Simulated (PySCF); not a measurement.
# Sc⁺: ionisation energy

Sc⁺ [Ar] 3d1 4s1 (3D) → Sc²⁺ [Ar] 3d1 (2D), as a difference of total energies. All numbers are calculated (PySCF 2.14, no relativity, point nucleus, in cc-pVTZ). Correlated levels: valence: [Ar] frozen. The calculations carry no spin-orbit coupling.

| method | ionisation energy (eV) | difference from reference (eV) |
| --- | --- | --- |
| UHF | 12.157 | -0.643 |
| B3LYP | 13.060 | +0.260 |
| BP86 | 13.070 | +0.270 |
| MP2 (valence) | 12.246 | -0.554 |
| SCS-MP2 (valence) | 12.187 | -0.613 |

Reference: 12.800 eV (measured; NIST Atomic Spectra Database, ionization energies).

These non-relativistic numbers lack the scalar-relativistic shift.

The reference lies between the lowest fine-structure levels, while these numbers refer to the centres of the terms.

Errors of the correlated levels include the incompleteness of this basis and the frozen core.
